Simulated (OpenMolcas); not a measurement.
## Nb+: CASPT2 settings compared

```yaml
Program: OpenMolcas 26.06
Basis: ANO-RCC-VQZP [8s7p5d3f2g1h]
Scalar_Hamiltonian: DKH3, point nucleus
Active_space: 4 electrons in 5 orbitals (4d)
State_averaging: 2S+1 = 5 even, 5 roots; 2S+1 = 3 even, 30 roots kept (CI in the orbitals of an earlier block); 2S+1 = 1 even, 13 roots kept (CI in the orbitals of an earlier block)
Spin-orbit_coupling: state interaction with AMFI integrals over the reference wave functions, term energies averaged over their components
```

Methods on the same reference wave functions:
A. CASSCF
B. SS-CASPT2, IPEA 0.75 Eh, real shift 0.5 Eh (closed shells correlated: none)
C. SS-CASPT2, IPEA 0.3 Eh, sigma2 regulariser 0.3 Eh (closed shells correlated: 4s 4p)
D. SS-CASPT2, IPEA 0.4 Eh, imaginary shift 0.05 Eh (closed shells correlated: 3d 4s 4p)

Energies in eV above 4d4 5D0, the measured ground level; measured values from NIST Handbook of Basic Atomic Spectroscopic Data.

```tsv
Level	A	B	C	D	Measured
4d4 5D0	0.0000	0.0000	0.0000	0.0000	0.0000
4d4 5D1	0.0173	0.0188	0.0189	0.0190	0.0197
4d4 5D2	0.0498	0.0532	0.0535	0.0536	0.0543
4d4 5D3	0.0945	0.0987	0.0989	0.0991	0.0994
4d4 5D4	0.1476	0.1505	0.1504	0.1507	0.1519
4d4 3H4	1.6250	1.412	1.290	1.301	
4d4 3H5	1.6526	1.440	1.318	1.329	
4d4 3H6	1.6913	1.481	1.358	1.369	
4d4 3P0	1.7009	1.160	1.131	1.119	
4d4 3P1	1.7834	1.241	1.212	1.200	
4d4 3F3	1.8730	1.488	1.408	1.423	
4d4 3F2	1.8817	1.487	1.413	1.429	
4d4 3F4	1.8978	1.516	1.436	1.451	
4d4 3P2	1.9500	1.405	1.376	1.364
```

Deviations, from unrounded energies. A percentage is the sum of absolute deviations over the sum of measured energies, with the sign that they share, or ± where signs differ.

| Against measurement | Levels | A | B | C | D |
| --- | --- | --- | --- | --- | --- |
| mean absolute deviation (cm-1) | 4 | 32 | 8.2 | 7.1 | 5.8 |
| fine structure of the ground term (%) | 4 | -4.9 | -1.2 | -1.1 | -0.9 |

B, C, D lie about equally close to measurement and A furthest from it. The largest miss of D in the table is 4d4 5D4, by -10 cm-1. The ranking rests on the paired levels alone, and a cruder setting can come out closer through cancelling errors.

Among B to D the level of the table that moves most is 4d4 3H6, by 990 cm-1 (lowest in C, highest in B). Moves below CASPT2's spread within the term are not significant.

The two smallest mean deviations differ by little beside CASPT2's spread within terms, so their order carries little weight.

From A to B the spin-free energies of the other terms of 4d4 shown, above 5D, scale by factors of 0.69 to 0.86.

The lowest spin-free term lies below A's lowest term by 0.033 hartree in B, 0.354 hartree in C, 0.419 hartree in D.

Term energies are means over components that CASPT2 splits; among the terms shown or strongly mixed into the levels shown the widest spread is 330 cm-1 (4d4 3F, D). Configurations with an s electron lie low at this charge and mix in, so terms can be misplaced. Terms from blocks run as CI alone lack orbitals of their own. Without dynamic correlation excited terms often stand tens of per cent too high (terms of higher spin than the ground term too low), and those without a measured partner can miss by more than the paired ones (holds for A). Some terms miss by over 15 % even with CASPT2, which points to a basis or an active space too small for the shells correlated (holds for B; C; D). Computed and measured levels are paired by configuration, term and J; levels that our copy of the source lacks, or whose pairing is in doubt (as where it misses far off the trend of its configuration), stay unpaired and out of the deviations. Levels of configurations outside the active space are missing. Levels that lie high or do not pair safely by name in every column are left out.
